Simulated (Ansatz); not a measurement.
One change: `F[B-]1(Cl)OC(C(F)(F)F)=CC(C(F)(F)F)=[O+]1` becomes `[OH][Al-]1([F])[O]C(C(F)(F)F)=CC(C(F)(F)F)=[O+]1`.

Ansatz, PBE0-D4/def2-TZVP geometries, multiplicity 1. Each molecule was computed in one conformer, which needn't be the lowest.

| property | `F[B-]1(Cl)OC(C(F)(F)F)=CC(C(F)(F)F)=[O+]1` |
| --- | --- |
| HOMO–LUMO gap (ωB97M-V/def2-TZVPP) / eV | 9.24 |
| LUMO energy (PBE0/def2-TZVPP) / eV | -4.05 |
| HOMO energy (B3LYP/def2-TZVPP) / eV | -8.63 |
| HOMO energy (ωB97M-V/def2-TZVPP) / eV | -11.16 |
| LUMO energy (B3LYP/def2-TZVPP) / eV | -4.25 |
| HOMO energy (PBE/def2-TZVPP) / eV | -7.50 |

Question: What does the change do to each property? (Estimate.)

Answer: The calculation gave: 
```
                               property  `[OH][Al-]1([F])[O]C(C(F)(F)F)=CC(C(F)(F)F)=[O+]1`  shift
HOMO–LUMO gap (ωB97M-V/def2-TZVPP) / eV                                                9.51   0.27
     LUMO energy (PBE0/def2-TZVPP) / eV                                               -3.71   0.34
    HOMO energy (B3LYP/def2-TZVPP) / eV                                               -8.77  -0.14
  HOMO energy (ωB97M-V/def2-TZVPP) / eV                                              -11.09   0.07
    LUMO energy (B3LYP/def2-TZVPP) / eV                                               -3.91   0.34
      HOMO energy (PBE/def2-TZVPP) / eV                                               -7.44   0.06
```

With PBE0 the HOMO falls by 0.07 eV and the LUMO rises by 0.34 eV, so the gap widens by about 0.41 eV. PBE moves the HOMO by 0.06 eV and ωB97M-V by 0.07 eV.

B3LYP here is the variant with VWN-RPA as its local correlation; programs differ in this.
